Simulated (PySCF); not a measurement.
**Se (selenium, neutral) across methods**

[Ar] 3d10 4s1 4p4 5s1, high-spin 5P determinant (an excited configuration). All numbers are calculated (PySCF 2.14, scalar relativity through the core potential, in aug-cc-pVTZ-PP with ECP10MDF).

```
 method  E (hartree)  mean ε 4p α (eV)  mean ε 4p β (eV)  mean ε 5s α (eV)  Σ⟨r²⟩ (bohr²)   ⟨S²⟩
 M06-2X    -372.6802           -14.330           -10.789            -3.046          62.31  6.010
 r2SCAN    -372.3812           -12.311            -9.328            -2.065          61.56  6.007
    UHF   -371.27047           -16.987           -11.366            -3.381          62.44  6.012
wB97M-V    -372.2905           -15.318           -12.144            -3.604          61.33  6.003
    LDA    -371.9395           -11.676            -9.225            -2.156          60.53  6.002
   BP86    -372.6567           -11.714            -9.351            -2.175          60.83  6.003
   BLYP    -372.4590           -11.291            -9.173            -1.831          60.96  6.003
   PBE0    -372.4686           -13.135           -10.031            -2.459          61.23  6.004
    PBE    -372.4974           -11.627            -9.131            -2.026          60.98  6.003
```

Energies and moments cover only the electrons outside the core potential. The outer electron is Rydberg-like, and this basis confines it to a smaller radius and binds it less than a complete one would.
